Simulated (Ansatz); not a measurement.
Total energies of Si(CCH)2H2 (C4H4Si) from Ansatz at PBE0-D4/def2-TZVP, gas phase (1 Eh = 27.2114 eV = 2625.5 kJ/mol). The reference geometry is relaxed at PBE0-D4/def2-SVP.

```xyz
9

Si    0.092   -0.098    0.945
C    -0.430   -1.426   -0.205
C    -0.777   -2.313   -0.961
H    -1.084   -3.097   -1.631
C     0.411    1.446    0.010
C     0.625    2.475   -0.602
H     0.814    3.385   -1.145
H     1.338   -0.515    1.647
H    -0.988    0.144    1.942
```

```csv
state,geometry,energy (Eh)
charge 0 singlet,reference,-443.94593
charge 1 doublet,reference,-443.57404
charge 1 doublet,relaxed at PBE0-D4/def2-SVP,-443.57419
free Si atom (triplet),–,-289.24943
free C atom (triplet),–,-37.80537
free H atom (doublet),–,-0.50104
```

**Question.** Work out the vertical ionisation energy to the doublet.

**Answer.** E(charge 1 doublet) − E(charge 0 singlet) = -443.57404 − (-443.94593) = 0.37189 Eh = 10.12 eV. For comparison, −ε of the highest occupied level is 8.21 eV at this level, 1.91 eV less.

**Question.** How much does the charge 1 doublet relax, and what is the adiabatic ionisation energy?

**Answer.** Relaxation: -443.57404 − (-443.57419) = 0.00015 Eh = 0.00 eV. Adiabatic ionisation energy: 0.37174 Eh = 10.12 eV, without zero-point energy. 

**Question.** What is the binding energy per atom against free atoms?

**Answer.** Atoms: 1 × (-289.24943) + 4 × (-37.80537) + 4 × (-0.50104) = -442.47507 Eh. Binding: -442.47507 − (-443.94593) = 1.47086 Eh = 40.02 eV, or 4.45 eV for each of 9 atoms (no zero-point energy, no counterpoise term).
